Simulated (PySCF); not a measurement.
**Structure from 2D NMR**

Compound of formula C5H6FNSi. Correlations simulated from computed shifts and the bond graph:

HSQC (one-bond C–H):
```
  δH     δC
2.10  108.3
1.98   26.2
```

COSY cross peaks (H two or three bonds apart, from the bond graph; peaks can be absent where the dihedral angle is near 90°):
```
  δH    δH
4.72  4.45
```

HMBC (two and three bonds, from the bond graph):
```
  δH                              δC
4.72  123.5, 108.3, 82.7, 82.6, 26.2
4.45  123.5, 108.3, 82.7, 82.6, 26.2
2.10                            82.6
1.98                     123.5, 82.7
```

Carbons without hydrogens: δ 123.5, 82.7, 82.6.

Method: GIAO PBE0/pcSseg-1 shieldings, geometry: GFN2-xTB, in PySCF 2.14.0 with density-fitted response routines (relativity neglected, one conformer, rapidly exchanging positions averaged, in vacuum).

Referencing at the same level of theory: $^{1}$H, $^{13}$C vs TMS.

Exchangeable hydrogens are left out of these lists.

Q: Work out the connectivity.

A: `C#C[SiH2][C@](C)(F)C#N`.

Atom-mapped SMILES (the numbers label the heavy atoms): `[CH:1]#[C:2][SiH2:3][C@:4]([CH3:5])([F:6])[C:7]#[N:8]`. Each H is labelled by its parent atom. Ha(Si3) is pro-R; Hb(Si3) is pro-S.

1. δC 123.5 is C7, a nitrile carbon.
2. δC 108.3 is C1, a terminal alkyne carbon (δH 2.10).
3. δC 82.7 is C4, a fully substituted sp3 carbon bonded to F and Si, α to a nitrile.
4. δC 82.6 is C2, an alkyne carbon.
5. δC 26.2 is C5, a methyl carbon (δH 1.98).
6. HMBC from δH 4.72 reaches the proton-free carbons C7, C4, C2.
7. HMBC from δH 4.45 reaches the proton-free carbons C7, C4, C2.
8. HMBC from δH 2.10 reaches the proton-free carbon C2.
9. HMBC from δH 1.98 reaches the proton-free carbons C7, C4.
10. COSY links 4.72–4.45.

The shifts were computed for this structure.

Shifts are as computed. Against solution values, carbons near 30 ppm lie about +3 ppm off and those near 130 ppm about +5 ppm. Of 1211 compounds with measured shifts, 218 miss one by over three times the rms of a fit or turn the order of signals round; such compounds aren't used in these exercises.
